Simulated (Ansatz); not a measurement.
# Which method gave which barrier?

Saddle point of SiH4BrClO, closed shell (SiH₃BrO ([OH][SiH2][Br]) + HCl → SiH₃ClO ([OH][SiH2][Cl]) + HBr; bonds formed: Si1–Cl7, Br2–H6; bonds broken: Si1–Br2, H6–Cl7), PBE0-D4/def2-TZVP structure:

| atom | x (Å) | y (Å) | z (Å) |
| --- | --- | --- | --- |
| Si1 | -0.4865 | -0.3157 | 0.2206 |
| Br2 | 1.9419 | -1.0595 | 0.9481 |
| H3 | -0.5927 | -1.3393 | -0.8318 |
| H4 | -0.8201 | -0.7847 | 1.5768 |
| O5 | -1.5328 | 0.9372 | 0.1528 |
| H6 | 1.9258 | 0.0434 | -0.2911 |
| Cl7 | 1.0550 | 0.9909 | -1.1726 |
| H8 | -1.4904 | 1.5276 | -0.6027 |

Program: Ansatz 0.2.0. Basis: def2-TZVPP, with def2-QZVPP for the basis limit. Cores are frozen in the correlated methods. Filled d shells of the heavier atoms are correlated. The def2 sets are not built for correlating such inner shells, so the correlated values are less sure here. Extrapolation: Hartree–Fock as exp(−7.88 √X), correlation as X^−2.97. Four methods, as single points on the PBE0-D4 structures, gave these electronic barriers from the start structure: 1.193, 1.403, 1.672, 2.285 eV.

(1) The methods were, in alphabetical order, CCSD(T), HF, PBE-D4, PBE0-D4. Which gave which? (A judgement: the text doesn't fix the answer.)

No T1 diagnostic of these runs exceeds 0.011.

Answers

(1) By the calculation: PBE-D4 1.193; PBE0-D4 1.403; CCSD(T) 1.672; HF 2.285 eV. For comparison, CCSD(T) at an estimated basis limit (MP2 extrapolated from triple and quadruple zeta, plus CCSD(T) − MP2 in triple zeta) gives 1.616 eV.

Labels in which every atom is bracketed show which atoms are joined, not bond orders.

For scale, one of the runs: CCSD(T)/def2-TZVPP, 219 basis functions, launched by `ansatz run in.yaml --threads 4 --pin off --events-out ev --progress --plain --max-ram 9574MiB`. Time: 2.1 min of wall clock on 4 CPU threads of an Arm Neoverse V1; the host was shared. Peak host memory: 3.2 GiB.
